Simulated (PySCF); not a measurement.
InFClBr, SMILES [F][In]([Cl])[Br].

Coordinates come from a PBE0-D3(BJ)/def2-SVP optimisation. The def2 effective core potentials stand for the cores of In; spin–orbit coupling is left out.

Calculation: PBE0-D3(BJ)/def2-SVP (PySCF).

Frequencies are harmonic and unscaled.

```tsv
mode	ν (cm⁻¹)	IR (km/mol)	moving atoms (share of kinetic energy)
1	76	5.1	Cl 45 %, In 25 %, Br 24 %
2	108	21.0	In 44 %, F 35 %, Cl 15 %
3	122	24.9	F 75 %, Cl 12 %
4	263	17.2	Br 60 %, In 29 %
5	390	48.4	Cl 72 %, In 26 %
6	629	59.2	F 85 %, In 15 %
```
